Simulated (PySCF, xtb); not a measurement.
Al(AsH2)(H)2 (AlAsH₄), SMILES [AlH2][AsH2].

Harmonic wavenumbers (cm⁻¹) from GFN2-xTB in xtb 6.7.1 at its own minimum, in rising order: 46, 302, 353, 381, 499, 570, 782, 981, 1695, 1733, 1768, 1796.

Task: What does PBE0-D3(BJ)/def2-TZVP in PySCF 2.14.0 give at its own minimum? (The exact figures need the calculation; the answer reports its results.)

Result: 166, 338, 351, 388, 601, 608, 772, 981, 1914, 1928, 2205, 2219. Paired by order, the mean absolute difference is 132 cm⁻¹ and the zero-point energies are 15.6 and 17.8 kcal/mol.
